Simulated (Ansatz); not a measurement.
SnH2MeCl (CH5ClSn), relaxed as a singlet with RKS r2SCAN-D4/def2-TZVP in Ansatz, starting from the GFN2-xTB geometry. Force threshold 0.02 eV/Å.

In the def2 sets Sn takes a core potential; there is no spin–orbit coupling.

Start:

```xyz
8

Sn    0.846    0.410    0.217
H     2.069    0.331   -0.959
H     1.561   -0.020    1.697
C    -0.947   -0.700   -0.275
H    -0.717   -1.743   -0.449
H    -1.394   -0.277   -1.168
H    -1.651   -0.620    0.546
Cl    0.233    2.619    0.389
```

Question: Estimate the energy that the relaxation releases and the steps that it takes.

Answer: 0.04 eV, in 5 steps; 8 s on 4 threads of Arm Neoverse V2 on a shared host. No frequencies were taken in this run, so the end may be a saddle point.

Question: Does the start keep its bonding?

Answer: By distances, no bond broke or formed. The bond that changes most is Sn1–Cl8, from 2.30 to 2.35 Å (atoms count from 1).

Question: Predict the relaxed structure.

Answer: 
```tsv
atom	x (Å)	y (Å)	z (Å)
Sn1	0.858	0.373	0.213
H2	2.032	0.339	-1.024
H3	1.516	-0.040	1.731
C4	-0.926	-0.690	-0.269
H5	-0.702	-1.746	-0.423
H6	-1.355	-0.273	-1.179
H7	-1.639	-0.585	0.548
Cl8	0.215	2.623	0.403
```
Bond lengths: 1 × Cl–Sn 2.35 Å; 1 × C–Sn 2.13 Å; 3 × C–H 1.09 Å; 2 × H–Sn 1.71 Å.
